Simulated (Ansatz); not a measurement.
One change: `CC(C)[Si]Cl` becomes `CC(C)C=N`.

Ansatz, PBE0-D4/def2-TZVP geometries, multiplicity 1. Each molecule was computed in one conformer, which needn't be the lowest.

```tsv
property	`CC(C)[Si]Cl`
HOMO–LUMO gap (ωB97M-V/def2-TZVPP) / eV	8.05
size of the dipole moment (ωB97M-V/def2-TZVPP) / D	1.88
LUMO energy (PBE0/def2-TZVPP) / eV	-2.43
HOMO–LUMO gap (PBE0/def2-TZVPP) / eV	4.01
HOMO–LUMO gap (B3LYP/def2-TZVPP) / eV	3.66
LUMO energy (PBE/def2-TZVPP) / eV	-3.24
```

Q: Give the same properties after the change, and the shifts. (Best estimate.)

A: Computed: 
| property | `CC(C)C=N` | shift |
| --- | --- | --- |
| HOMO–LUMO gap (ωB97M-V/def2-TZVPP) / eV | 11.91 | 3.86 |
| size of the dipole moment (ωB97M-V/def2-TZVPP) / D | 2.68 | 0.80 |
| LUMO energy (PBE0/def2-TZVPP) / eV | 0.03 | 2.46 |
| HOMO–LUMO gap (PBE0/def2-TZVPP) / eV | 7.42 | 3.41 |
| HOMO–LUMO gap (B3LYP/def2-TZVPP) / eV | 6.92 | 3.26 |
| LUMO energy (PBE/def2-TZVPP) / eV | -1.11 | 2.13 |

With PBE0 the HOMO falls by 0.96 eV and the LUMO rises by 2.46 eV, so the gap widens by about 3.42 eV. PBE moves the HOMO by -0.52 eV and ωB97M-V by -1.28 eV. Dipoles are sizes alone; their direction can turn.

B3LYP here is the variant with VWN-RPA as its local correlation; programs differ in this.
